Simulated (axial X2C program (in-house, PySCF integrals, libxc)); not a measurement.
**ZrH⁻: properties at the nuclei**

Computed with an axial X2C code built on PySCF integrals: two-component X2C with atomic mean-field Coulomb and Gaunt terms, Gaussian nuclei, basis Zr dyall-acv3z, H dyall-av3z with contracted cores.

R = 1.909 Å (near the PBE0 minimum at charge -1 of the determinant lowest at the starting distance; the state shown can have its own minimum elsewhere).

Determinant lowest in the PBE0 search, Ω = 2 (⟨Sz⟩ = -1.00, ⟨Lz⟩ = 3.00 at PBE0), spin on the atoms Zr -0.98, H -0.02:

```tsv
level	Eeff magnitude (GV/cm)	Ws magnitude Zr (kHz)	A∥/gI Zr (MHz)	qzz Zr (a.u.)	A∥/gI H (MHz)	qzz H (a.u.)
PBE0	0.283	0.0697	173	-1.81	4.86	0.06
HF	1.52	0.419	132	-1.39	3.87	0.07
PBE50	0.425	0.109	145	-2.00	4.6	0.06
BHandHLYP	0.298	0.0737	226	-1.95	3.84	0.06
BP86	0.155	0.0335	200	-1.58	4.69	0.06
```

Eeff is the effective electric field on the electron electric dipole moment in this Ω state and Ws the scalar–pseudoscalar constant of the nucleus named (defined with the proton number Z and per Ω); A∥ (defined per Ω) follows by multiplying with gI = μI/(I μN); qzz is the electric field gradient, eQq0 = 234.96 MHz × Q/barn × qzz. The operators were transformed with the bare-nucleus X2C matrices; with these basis sets, hyperfine constants and field gradients can be off by tens of per cent, and where levels differ in sign neither size nor sign is settled.

(1) With gI(91Zr) = -0.5214, Q(91Zr) = -0.176 barn, gI(1H) = 5.5857 (g factors from the IAEA table of nuclear moments by Stone; Q from Pyykkö, Mol. Phys. 2018), turn the PBE0 values of the first state into constants in MHz.

Each state is one determinant with collinear spin, which with several unpaired electrons need not be a pure state. Unrestricted Hartree–Fock can overshoot spin polarisation at the nuclei. For an anion, determinants above electron detachment, or with a positive highest level, are held by the basis set. With several open shells hyperfine constants can be off by a factor of several. Where Eeff spreads by more than a factor of two the levels disagree and none is to be relied on. Open-shell Ω = 0 determinants with evenly filled partner blocks cannot be reached by this program, so the Ω shown need not be the lowest component. States lie within half an eV, so the first need not be the ground state. Further determinants of the search, some of them spin-mixed, are not shown.

Answers

(1) A∥(91Zr) = 173 × -0.5214 = -90.2 MHz; eQq0(91Zr) = 234.96 × (-0.176) × (-1.81) = 74.8 MHz; A∥(1H) = 4.86 × 5.5857 = 27.1 MHz.
